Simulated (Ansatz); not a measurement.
Molecule: sum formula BNH3, net charge 0, doublet state. It need not be the lowest isomer of its formula. 
Geometry from a B3LYP-D3(BJ)/def2-TZVP (Ansatz, a first-principles code) optimisation:
```
B
N 1 1.3287
H 2 0.9996 1 163.55
H 1 1.2007 2 121.70 3 180.00
H 1 1.2080 4 119.29 2 -180.00
```
Charge 0, spin multiplicity 2.

Atomisation energy built up term by term with Ansatz (kcal/mol; UHF references for open shells; valence terms freeze the core; atomic spin-orbit terms are left out). CBS(X,Y): correlation extrapolated as X^-3; Hartree-Fock from the larger set.

```json
[
 {"term": "Hartree-Fock", "basis": "def2-QZVPPD", "kcal/mol": "277.60"},
 {"term": "CCSD correlation", "basis": "CBS(def2-TZVPPD,def2-QZVPPD)", "kcal/mol": "93.70"},
 {"term": "(T)", "basis": "CBS(def2-TZVPPD,def2-QZVPPD)", "kcal/mol": "5.57"},
 {"term": "CCSDT - CCSD(T)", "basis": "cc-pVDZ", "kcal/mol": "0.39"},
 {"term": "core correlation", "basis": "cc-pwCVTZ", "kcal/mol": "1.99"},
 {"term": "scalar relativity (X2C)", "basis": "cc-pVTZ-DK against cc-pVTZ", "kcal/mol": "-0.29"},
 {"term": "sum: De", "basis": "", "kcal/mol": "379.0"}
]
```

(T) makes 1.5 % of the CCSD(T) atomisation energy; under 5 % is typical of single-reference molecules.
